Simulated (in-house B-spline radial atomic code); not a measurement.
# Ionising Ce7+ with different functionals

Computed with an all-electron radial atomic-structure program (B-spline basis): scalar-relativistic (spin-free X2C) Hamiltonian, Fermi nucleus of rms radius 4.8771 fm, spin-polarised at highest spin, spherical fractional occupations for the functionals, the average over the highest-spin determinants for Hartree-Fock. The ionisation energy is the difference of two self-consistent energies, [Kr] 4d10 5s2 5p3 → [Kr] 4d10 5s2 5p2, without Breit or QED terms; ε is the level of the shell that loses the electron (its least bound occupied spin orbital). There is no spin-orbit coupling in this Hamiltonian.

Hybrids are left out here: with spherical fractional occupations of an open shell their exact exchange keeps a self-interaction that integer-occupation calculations don't have.

```tsv
method	rung	ΔSCF (eV)	-ε(5p) (eV)
Hartree-Fock	Hartree-Fock	109.33	109.64
LDA VWN5	LDA	109.94	102.81
LDA PW92	LDA	109.93	102.79
LDA exchange-only	LDA	108.61	101.50
PBE	GGA	109.77	102.71
PBEsol	GGA	109.83	102.74
BLYP	GGA	109.52	102.38
RPBE	GGA	109.74	102.70
PW91	GGA	109.87	102.78
BP86	GGA	109.87	102.77
AM05	GGA	109.83	102.73
OLYP	GGA	110.06	102.99
TPSS	meta-GGA	109.87	102.87
SCAN	meta-GGA	110.35	103.41
r2SCAN	meta-GGA	110.33	103.37
revTPSS	meta-GGA	109.94	102.95
```

Q: How do they compare with the NIST value?

A: NIST lists 106 eV ± 2.1 (tabulated theory, ground level to ground level). Errors run from +2.61 to +4.35 eV. The correlated functionals all miss on the same side by more than they spread, so the cause is common to them (spin-orbit coupling, Breit-QED terms, multiplet and fine-structure energies, or a listed next ion that isn't the cheapest removal here) and closeness doesn't rank the functionals. Hartree-Fock also lacks correlation.
